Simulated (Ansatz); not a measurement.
A series at Nb: from `[O]=[Nb]([F])([F])[F]`, ligands are replaced one by one, each step taking up H₂O and setting free H–F; n counts the steps. Ansatz, PBE0-D4/def2-TZVP geometries. Each molecule was computed in one conformer, which needn't be the lowest.

| n | molecule | HOMO energy, ωB97M-V/def2-TZVPP (eV) |
| --- | --- | --- |
| 0 | `[O]=[Nb]([F])([F])[F]` | ? |
| 1 | `[O]=[Nb]([OH])([F])[F]` | -12.61 |
| 2 | `[O]=[Nb]([OH])([OH])[F]` | -12.21 |
| 3 | `[O]=[Nb]([OH])([OH])[OH]` | -11.74 |

Question: By hand: fit a straight line y = ȳ + b (n − n̄) to the 3 given rows and predict n = 0.

Answer: n̄ = 2.000, ȳ = -12.187; Σ(n − n̄)(y − ȳ) = 0.870, Σ(n − n̄)² = 2.000, so b = 0.435 eV a step. Prediction: -12.187 + (0.435) × (-2.000) = -13.06 eV.

Question: By hand: compare with the computed value, -13.06 eV, and give the steps along the whole series.

Answer: The line misses by 0.00 eV (computed minus predicted). Steps: 0.45, 0.40, 0.47 eV.

The steps differ by up to 0.07 eV without a steady trend. The highest orbital can change its character along such a series. The miss is 0.0 % of the series' range.
